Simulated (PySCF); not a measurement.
Computed Raman spectrum (relative Raman activity) of a molecule C₃H₃F₃. The structure is a stationary point at PBE0-D3(BJ)/def2-SVP. The values are those of a single conformer. Level of theory: PBE0-D3(BJ)/def2-SVP (PySCF 2.14.0). Harmonic, unscaled wavenumbers; measured fundamentals usually lie a few per cent lower.

Lines under 2 % of the strongest are left out, and lines within 2 cm⁻¹ are merged.

```
ν (cm⁻¹)  relative intensity
--------  ------------------
301                      2.3
418                      2.4
691                      3.0
761                      2.8
947                      4.9
958                      2.6
1163                     2.8
1380                     9.3
1396                     4.8
1457                     3.8
1794                      23
3082                     100
3205                      74
3322                      40
```

Pick the molecule that these values belong to.
A. C=C(F)C(F)F
B. C=CC(F)(F)F
C. CC(F)=C(F)F
D. F/C=C\C(F)F

A, C=C(F)C(F)F
